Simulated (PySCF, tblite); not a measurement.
Isomers of C4H10FN3Si2. Method: GFN2-xTB as coded in tblite; computed harmonic values from a numerical Hessian at the method's own geometry, unscaled. This tight-binding method is rough: wavenumbers can miss measured ones by several per cent, in bad cases by 10 to 20. Modes of hydrogen on silicon can be 10 to 20 % off. One conformer each.

Electronic energies: PBE0/pcSseg-1 single points on the GFN2-xTB geometries (PySCF, gas phase).

```tsv
SMILES	electronic energy, lowest = 0 (kcal/mol)
CN[SiH2][SiH2]n1cncc1F	52.5
CN[SiH2]n1cncc1[SiH2]F	0.0
C[SiH2]N[SiH2]n1cncc1F	19.6
```

How do GFN2-xTB zero-point energies change the relative energies?

| SMILES | ZPE (kcal/mol) | of it from modes above 1550 cm⁻¹ | electronic (kcal/mol) | with ZPE, lowest = 0 (kcal/mol) | lowest mode (cm⁻¹) | rings |
| --- | --- | --- | --- | --- | --- | --- |
| CN[SiH2]n1cncc1[SiH2]F | 87.2 | 39.9 | 0.0 | 0.0 | 10i | 1 |
| C[SiH2]N[SiH2]n1cncc1F | 86.1 | 42.3 | 19.6 | 18.5 | 23 | 1 |
| CN[SiH2][SiH2]n1cncc1F | 86.5 | 41.5 | 52.5 | 51.8 | 5 | 1 |

The zero-point energies span 1.1 kcal/mol, from `C[SiH2]N[SiH2]n1cncc1F` to `CN[SiH2]n1cncc1[SiH2]F`. Slightly imaginary modes are left out of the zero-point energy: `CN[SiH2]n1cncc1[SiH2]F` 10.2i cm⁻¹. The order is unchanged.

And how do the electronic energies of GFN2-xTB itself compare?

`CN[SiH2]n1cncc1[SiH2]F` 0.0; `C[SiH2]N[SiH2]n1cncc1F` 25.2; `CN[SiH2][SiH2]n1cncc1F` 49.6 kcal/mol, lowest = 0. Against the energies above, taken from the same isomer `CN[SiH2]n1cncc1[SiH2]F`, the largest difference is 5.6 kcal/mol.
